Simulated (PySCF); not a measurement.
**PPt: energy against distance**

Set-up: PySCF, scalar-relativistic core potentials, basis sets P def2-TZVPP, Pt def2-TZVPP with ECP60. Energies in eV from P + Pt (5d9 6s1) in their ground configurations at the same level. All curves are PBE0. state 1: ²Π (doublet), unpaired electrons π ↑; state 2: ⁴Σ⁻ (quartet), unpaired electrons σ ↑, π ↑↑, a second solution, started from another occupation; state 3: Ms = 0.5 determinant of mixed spin (⟨S²⟩ near 1.8), unpaired electrons σ ↓, π ↑↑, a second solution, started from another occupation; state 4: Ms = 0.5 determinant of mixed spin (⟨S²⟩ near 1.8), unpaired electrons σ ↑, π ↑↓, a mixture of terms (⟨Lz²⟩ = 2.0), a second solution, started from another occupation.

```tsv
R (Å)	state 1	state 2	state 3	state 4
1.749	-1.832	-0.691	-0.311	-0.284
1.831	-2.896	-1.882	-1.561	-1.500
1.912	-3.468	-2.607	-2.339	-2.246
1.973	-3.663	-2.930	-2.696	-2.580
2.034	-3.710	-3.112	-2.909	-2.771
2.095	-3.646	-3.188	-3.012	-2.854
2.176	-3.441	-3.170	-3.025	-2.840
2.278	-3.088	-3.018	-2.905	-2.691
2.400	-2.650	-2.726	-2.648	-2.399
2.563	-2.105	-2.256	-2.218	-1.927
```

Question: Put a parabola through the three lowest points of the state 1 curve and estimate Re, k and ωe (reduced mass 26.73 u; 1 eV/Å² = 0.16022 mdyn/Å; ωe = 1302.8·√(k/μ) cm⁻¹).

Answer: Through R = 1.973, 2.034, 2.095 Å the second-order coefficient is 14.9 eV/Å², so Re ≈ 2.029 Å, k ≈ 4.78 mdyn/Å and ωe ≈ 551 cm⁻¹. A polynomial fit of higher order to the unrounded PBE0 energies gives Re = 2.026 Å, k = 4.97 mdyn/Å, ωe = 562 cm⁻¹; anharmonicity and rounding make the difference.

The higher-order fit for each curve: state 1: Re = 2.026 Å, ωe = 562 cm⁻¹, De = 3.71 eV; state 2: Re = 2.122 Å, ωe = 435 cm⁻¹, minimum 3.19 eV below the ground-state fragments; state 3: Re = 2.143 Å, ωe = 422 cm⁻¹, minimum 3.03 eV below the ground-state fragments; state 4: Re = 2.126 Å, ωe = 437 cm⁻¹, minimum 2.86 eV below the ground-state fragments.

The metal atom is held in its measured ground configuration; semilocal functionals can put another filling of s and d lower by some tenths of an eV, and De to that atom would be smaller. ⟨S²⟩ of the unrestricted solution departs from its pure value on part of the curve, where spin states mix. Spin–orbit coupling is left out, which matters for elements this heavy, above all for dissociation energies. With d or f electrons several states lie close, and the lowest PBE0 determinant need not be the measured ground state.
